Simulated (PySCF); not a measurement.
`C#C[C@H]1C=C[C@@H]1NC=O`, C7H7NO

Molfile (atoms numbered from 1):
```
C7H7NO
     RDKit          3D

 16 16  0  0  0  0  0  0  0  0999 V2000
    2.7639   -0.9636   -1.2686 C   0  0  0  0  0  0  0  0  0  0  0  0
    1.8815   -0.7901   -0.4784 C   0  0  0  0  0  0  0  0  0  0  0  0
    0.8248   -0.5487    0.4709 C   0  0  1  0  0  0  0  0  0  0  0  0
    1.0927    0.4943    1.5363 C   0  0  0  0  0  0  0  0  0  0  0  0
    0.0941    1.2875    1.1647 C   0  0  0  0  0  0  0  0  0  0  0  0
   -0.3228    0.4195    0.0028 C   0  0  2  0  0  0  0  0  0  0  0  0
   -1.6577   -0.1088    0.0178 N   0  0  0  0  0  0  0  0  0  0  0  0
   -2.4594   -0.0884   -1.0659 C   0  0  0  0  0  0  0  0  0  0  0  0
   -2.1649    0.3606   -2.1430 O   0  0  0  0  0  0  0  0  0  0  0  0
    3.5316   -1.1304   -1.9635 H   0  0  0  0  0  0  0  0  0  0  0  0
    0.4473   -1.4979    0.8602 H   0  0  0  0  0  0  0  0  0  0  0  0
    1.8591    0.5422    2.2870 H   0  0  0  0  0  0  0  0  0  0  0  0
   -0.3021    2.2195    1.5228 H   0  0  0  0  0  0  0  0  0  0  0  0
   -0.1570    0.8504   -0.9872 H   0  0  0  0  0  0  0  0  0  0  0  0
   -1.9921   -0.4962    0.8862 H   0  0  0  0  0  0  0  0  0  0  0  0
   -3.4465   -0.5410   -0.8534 H   0  0  0  0  0  0  0  0  0  0  0  0
  1  2  3  0
  2  3  1  0
  3  4  1  0
  4  5  2  0
  5  6  1  0
  6  7  1  0
  7  8  1  0
  8  9  2  0
  6  3  1  0
  1 10  1  0
  3 11  1  1
  4 12  1  0
  5 13  1  0
  6 14  1  6
  7 15  1  0
  8 16  1  0
M  END
```

Method used: TDDFT CAM-B3LYP/def2-SVPD circular dichroism and optical rotation, one conformer, gas phase (PySCF). Geometry: GFN2-xTB.

The molecule is flexible and this is one conformer; a measurement averages over conformers.

Stereocentres: C3 R, C6 S.

(1) What is the specific rotation at 633, 589.3, 546, 436, 405, 365, 355 nm?

(2) And for the mirror image at 589.3 nm?

(3) What is the molar rotation [Φ] = [α]·M/100 of the geometry above at 589.3 nm?

Answers

(1) [α] in deg dm⁻¹ (g/mL)⁻¹:
```csv
λ (nm),origin-invariant length gauge,modified velocity gauge,length gauge (centre of mass),isotropic polarisability (au)
633,+255.7,+252.0,+256.7,90.8
589.3,+299.7,+295.5,+300.9,91.2
546,+356.2,+351.2,+357.6,91.7
436,+607.3,+599.1,+609.6,93.8
405,+731.4,+721.7,+734.1,94.7
365,+963.6,+951.3,+967.0,96.5
355,+1040.7,+1027.6,+1044.3,97.0
```

(2) -299.7 deg dm⁻¹ (g/mL)⁻¹ (origin-invariant length gauge): the same size and the opposite sign.

(3) With M = 121.14 g/mol, +363.1 deg cm² dmol⁻¹ (origin-invariant length gauge).

The first excitation lies at 5.75 eV (216 nm) with R = +7.6 × 10⁻⁴⁰ esu² cm² (velocity form).
